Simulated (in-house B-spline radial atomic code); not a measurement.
Ionisation energies along the 42-electron series, configuration [Kr] 4d6, as differences of self-consistent energies. NIST's values go from ground level to ground level; the uncertainty of those that are theory runs from under 0.1 % in few-electron ions to several per cent in heavy many-electron ones. Computed with a B-spline radial code for spherical atoms: non-relativistic Hartree-Fock, average of the configuration, point nuclei.

This level leaves out relativity, spin-orbit splitting included, which matters for heavy ions.

```csv
ion,configuration after,ionisation energy (eV),IE/(q+1)² (eV),-ε less Coulomb ΔSCF (eV),tabulated value (eV),tabulated kind,computed minus tabulated (eV)
Te10+,[Kr] 4d5,219.5,1.8139,1.2076,215,tabulated theory,4.5
I11+,[Kr] 4d5,251.8,1.7489,1.2092,247,tabulated theory,4.8
Xe12+,[Kr] 4d5,286.0,1.6924,1.2116,281,tabulated theory,5.0
Cs13+,[Kr] 4d5,322.0,1.6428,1.2145,316,tabulated theory,6.0
Ba14+,[Kr] 4d5,359.8,1.599,1.2177,354,tabulated theory,5.8
La15+,[Kr] 4d5,399.3,1.5599,1.2213,393,tabulated theory,6.3
Ce16+,[Kr] 4d5,440.7,1.5248,1.225,435,tabulated theory,5.7
Pr17+,[Kr] 4d5,483.8,1.4931,1.2288,478,tabulated theory,5.8
Nd18+,[Kr] 4d5,528.6,1.4643,1.2327,522,tabulated theory,6.6
Pm19+,[Kr] 4d5,575.2,1.4381,1.2367,569,tabulated theory,6.2
Sm20+,[Kr] 4d5,623.6,1.414,1.2407,617,tabulated theory,6.6
Eu21+,[Kr] 4d5,673.7,1.392,1.2446,667,tabulated theory,6.7
Gd22+,[Kr] 4d5,725.6,1.3716,1.2486,719,tabulated theory,6.6
Tb23+,[Kr] 4d5,779.2,1.3527,1.2525,772,tabulated theory,7.2
Dy24+,[Kr] 4d5,834.5,1.3352,1.2564,827,tabulated theory,7.5
Ho25+,[Kr] 4d5,891.6,1.3189,1.2602,885,tabulated theory,6.6
Er26+,[Kr] 4d5,950.4,1.3037,1.264,943,tabulated theory,7.4
Tm27+,[Kr] 4d5,1010.9,1.2894,1.2677,1004,tabulated theory,6.9
Yb28+,[Kr] 4d5,1073.2,1.2761,1.2713,1065,tabulated theory,8.2
```
